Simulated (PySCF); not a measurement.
## BaC: energy against distance

Set-up: PySCF, spin-free X2C with a Gaussian nucleus, basis sets Ba x2c-TZVPPall, C x2c-TZVPPall. Energies in eV from Ba + C in their ground configurations at the same level. State: Ms = 1 determinant of mixed spin (⟨S²⟩ near 3.0), unpaired electrons π ↑↑.

All columns are PBE0. A positive dipole means Ba(−)C(+).

```csv
R (Å),E (eV),μ (D),Mulliken charge on Ba (basis-dependent),HOMO (eV),LUMO (eV),Mayer bond order,⟨S²⟩
2.159,-2.298,-3.26,0.38,-3.22,-2.00,1.24,2.97
2.259,-2.607,-2.55,0.41,-3.33,-1.93,1.13,3.00
2.359,-2.790,-2.69,0.44,-3.42,-1.77,1.09,2.99
2.435,-2.857,-2.96,0.45,-3.49,-1.77,1.06,2.98
2.510,-2.876,-3.30,0.46,-3.55,-1.82,1.03,2.97
2.585,-2.856,-3.65,0.47,-3.62,-1.87,1.01,2.97
2.686,-2.785,-4.15,0.48,-3.70,-1.93,0.98,2.96
2.811,-2.645,-4.77,0.49,-3.80,-2.01,0.95,2.95
2.962,-2.435,-5.50,0.50,-3.92,-2.11,0.91,2.94
3.163,-2.124,-6.43,0.51,-4.05,-2.24,0.86,2.92
```

A fit through these points gives, at Re = 2.506 Å, μ = -3.27 D and dμ/dR = -4.61 D/Å; the reduced mass is 11.04 u.

Q: How strong is the fundamental in the double-harmonic approximation, I = 42.26·(dμ/dR)²/μred km/mol?

A: I = 42.26·(-4.61)²/11.04 = 81.4 km/mol at PBE0.

Spin–orbit coupling is left out, which matters for elements this heavy, above all for dissociation energies. The state is the lowest determinant that a PBE0 search found; another state may lie lower at other levels.
